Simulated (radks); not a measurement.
The mean radii <r> (bohr) of the occupied orbitals of an atom or ion are listed with their occupations. Method: Dirac Kohn-Sham, Slater X-alpha with alpha = 0.639, spin-unpolarised, spherical densities, point nucleus; computed with a radial shooting solver on a logarithmic mesh with Libxc functionals.

| orbital | occ. | <r> |
|---|---|---|
| 1s1/2 | 2 | 0.09127 |
| 2s1/2 | 2 | 0.4467 |
| 2p1/2 | 2 | 0.4071 |
| 2p3/2 | 4 | 0.4094 |
| 3s1/2 | 2 | 1.500 |
| 3p1/2 | 2 | 1.725 |
| 3p3/2 | 2 | 1.733 |

Name the element and its charge. Open shells, if any, fill j = l - 1/2 first.

Answer. Z = 17, chlorine, charge +1: Cl+ in [Ne] 3s2 3p4. The 1s radius gives Z: for a bare nucleus <r> = (2 gamma + 1)/(2Z) with gamma = sqrt(1 - (Z/c)^2), 0.08778 bohr for Z = 17, and screening makes it slightly larger (0.09127 here). The occupations add up to 16, and the charge is Z minus that.
